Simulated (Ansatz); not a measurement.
Ansatz (an electronic-structure program) input for hydrogen telluride (H2Te), SMILES [TeH2], PBE-D3(BJ)/def2-TZVPD. 

Ansatz 0.2 input:
```yaml
crystal:
  periodic: [false, false, false]
  atoms:
    - {symbol: Te, position_ang: [-0.00000000, 0.00000000, 0.04379090]}
    - {symbol: H, position_ang: [0.00000000, -1.13854990, -1.13856327]}
    - {symbol: H, position_ang: [0.00000000, 1.13854969, -1.13856349]}
basis:
  gaussian:
    orbitals: def2-TZVPD
hamiltonian:
  xc: pbe
  dispersion: d3bj
relax: {f_tol: 0.002, max_steps: 200}
```

Output:

```
WARN ansatz: RAYON_NUM_THREADS=1 ignored (pool sized by the plan → 1); use --threads N
Functional definition: PBE
integrals: 0.01 GiB planned
551 factors; their error is unknown
mean field: 0.15 GiB planned
mean field evaluation 1: about -7324.8120 eV, gradient 1.1e1 eV
mean field evaluation 2: about -7324.7155 eV, gradient 1.6e1 eV
mean field evaluation 4: about -7325.2633 eV, gradient 8.5e-1 eV
mean field evaluation 8: about -7325.2586 eV, gradient 8.9e-3 eV
mean field -7325.25858940 eV, -269.1982879220 hartree, gradient 6.7e-6 eV, S^2 0.000000; 0 other end points of the search recorded, 0 dependent functions left out
the calculation of the forces begins
reference -7325.25863064 eV, -269.1982894374 hartree; 13, 13 occupied and 64, 64 virtual orbitals, 551 factors
relax step   1: F+E_penalty+E_count = -7325.28694537 eV  Δ(F+E_penalty+E_count) = +0.000e0 eV  max|allowed force component| = 6.205e-1 eV/Å  Δτ_max = 0.0000 Å  (25 SCF iters, accepted)
these checks for a lower state are left out or cut short: starts, cluster_reference, orbital_swaps, neighbouring_geometries, increment
integrals: 0.01 GiB planned
551 factors; their error is unknown
mean field: 0.15 GiB planned
mean field evaluation 16: about -7325.2744 eV, gradient 1.6e-2 eV
mean field -7325.26815373 eV, -269.1986394044 hartree, gradient 1.2e-5 eV, S^2 0.000000; 0 other end points of the search recorded, 0 dependent functions left out
the calculation of the forces begins
reference -7325.26819514 eV, -269.1986409264 hartree; 13, 13 occupied and 64, 64 virtual orbitals, 551 factors
relax step   2: F+E_penalty+E_count = -7325.29638904 eV  Δ(F+E_penalty+E_count) = -9.444e-3 eV  max|allowed force component| = 2.310e-1 eV/Å  Δτ_max = 0.0797 Å  (28 SCF iters, accepted)
these checks for a lower state are left out or cut short: starts, cluster_reference, orbital_swaps, neighbouring_geometries, increment
integrals: 0.01 GiB planned
551 factors; their error is unknown
mean field: 0.15 GiB planned
mean field -7325.27575319 eV, -269.1989186793 hartree, gradient 1.2e-5 eV, S^2 0.000000; 0 other end points of the search recorded, 0 dependent functions left out
the calculation of the forces begins
reference -7325.27579444 eV, -269.1989201953 hartree; 13, 13 occupied and 64, 64 virtual orbitals, 551 factors
relax step   3: F+E_penalty+E_count = -7325.30405397 eV  Δ(F+E_penalty+E_count) = -7.665e-3 eV  max|allowed force component| = 1.734e-2 eV/Å  Δτ_max = 0.0416 Å  (29 SCF iters, accepted)
these checks for a lower state are left out or cut short: starts, cluster_reference, orbital_swaps, neighbouring_geometries, increment
integrals: 0.01 GiB planned
551 factors; their error is unknown
mean field: 0.15 GiB planned
mean field evaluation 32: about -7325.2758 eV, gradient 5.2e-2 eV
mean field -7325.27577734 eV, -269.1989195671 hartree, gradient 2.2e-5 eV, S^2 0.000000; 0 other end points of the search recorded, 0 dependent functions left out
the calculation of the forces begins
reference -7325.27581861 eV, -269.1989210835 hartree; 13, 13 occupied and 64, 64 virtual orbitals, 551 factors
relax step   4: F+E_penalty+E_count = -7325.30407553 eV  Δ(F+E_penalty+E_count) = -2.156e-5 eV  max|allowed force component| = 1.247e-3 eV/Å  Δτ_max = 0.0018 Å  (21 SCF iters, accepted)
integrals: 0.01 GiB planned
551 factors; their error is unknown
mean field: 0.15 GiB planned
mean field -7325.27577734 eV, -269.1989195671 hartree, gradient 2.1e-5 eV, S^2 0.000000; 1 other end points of the search recorded, 0 dependent functions left out
the calculation of the forces begins
reference -7325.27581861 eV, -269.1989210835 hartree; 13, 13 occupied and 64, 64 virtual orbitals, 551 factors
Total energy: -7325.30411679 eV, -269.1999610226 hartree
Atom 0 at     0.000000    -0.000000     0.045246 Å, force    -0.000000     0.000000    -0.001247 eV/Å
Atom 1 at    -0.000000    -1.178780    -1.139291 Å, force     0.000000     0.000192     0.000624 eV/Å
Atom 2 at    -0.000000     1.178780    -1.139291 Å, force    -0.000000    -0.000192     0.000624 eV/Å
Dipole moment:     0.000000    -0.000000    -0.019178 e Å
```

Self-consistency was reached.

Cost: around 5 core-seconds (rough).
